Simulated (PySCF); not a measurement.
Cr(O)2(F)2 anion (CrF2O2), SMILES [O]=[Cr](=[O])([F])[F] (connectivity only; charge and spin as stated), charge -1, multiplicity 2.

Geometry: B3LYP-D3(BJ)/def2-SVPD. The spin state was assumed, not searched. The isomer is the one that the SMILES or the coordinates give; other isomers of the formula were not compared.

Two levels are set side by side: PBE/def2-SVPD (PySCF) and B3LYP/def2-SVPD (PySCF). Same geometry, gas phase. Differences are taken from unrounded values.

| quantity | B3LYP |
|---|---|
| α-spin orbital gap (eV) | 3.74 |
| β-spin orbital gap (eV) | 5.82 |
| mean polarisability (bohr³) | 46.4 |

### Question
What does PBE give, and how far is it from B3LYP? (Estimate from the structure and the level; the computed values follow.)

### Answer

| quantity | PBE | PBE minus B3LYP |
|---|---|---|
| α-spin orbital gap (eV) | 1.00 | -2.73 |
| β-spin orbital gap (eV) | 3.77 | -2.05 |
| mean polarisability (bohr³) | 49.1 | 2.7 |

PBE's more diffuse valence density responds more strongly to a field. Differences between two approximate levels are no errors against the true value.

Rough cost on one machine, each run with all the roots and properties that it gave: B3LYP against PBE within a factor of 2.
